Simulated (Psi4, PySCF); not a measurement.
CH$_{4}$, charge +1, doublet, geometry from GFN2-xTB (a state made from the parent by changing its charge; the spin is typed, not shown lowest), atoms displaced at random by about 0.03 Å a coordinate. Base run: TPSS/def2-TZVP, gradient in PySCF.

Input for PySCF:
```python
from pyscf import gto, scf, dft

mol = gto.Mole()
mol.atom = '''
    C     0.025989    0.014359    0.036353
    H    -0.865869   -0.140161   -0.692314
    H     0.134273    1.107723   -0.212665
    H    -0.308456   -0.592446    0.920777
    H     1.045486   -0.430877   -0.079917
'''
mol.basis = 'def2-tzvp'
mol.charge = 1
mol.spin = 1
mol.verbose = 4
mol.build()

mf = dft.UKS(mol)
mf.xc = 'tpss'
mf.kernel()
g = mf.nuc_grad_method()
grad = g.kernel()
```

Programs used: Psi4, PySCF; a row that names a program was run with it.

The coordinate followed is x of atom 5.

The base run was repeated with changes; each row names its change, and settings that it needs were set with it.

| change | dE/dx (Eh/bohr) | net force (Eh/bohr) |
|---|---|---|
| base | -0.007888 | 0.000009 |
| grids.level = 5; grid_response = on | -0.007886 | 0.000000 |
| code = psi4 | -0.007843 | 0.000005 |
| grid_response = on | -0.007888 | 0.000000 |
| grids.level = 1; grid_response = off | -0.007889 | 0.000035 |
| finite difference step (bohr) = 0.01; conv_tol = 1e-11 | -0.007899 | - |
| finite difference step (bohr) = 1e-5; conv_tol = 1e-11 | -0.007888 | - |
| grids.level = 0; grid_response = on | -0.008339 | 0.000000 |
| finite difference step (bohr) = 1e-3; conv_tol = 1e-11 | -0.007888 | - |
| finite difference step (bohr) = 0.05; conv_tol = 1e-11 | -0.008157 | - |
| grids.level = 0; grid_response = off | -0.006373 | 0.002569 |
| finite difference step (bohr) = 1e-4; conv_tol = 1e-11 | -0.007888 | - |

The net force is zero for an exact gradient.

Open shells are given as the SCF converged; they aren't shown to be the lowest states, and a large step between rows can be another state.
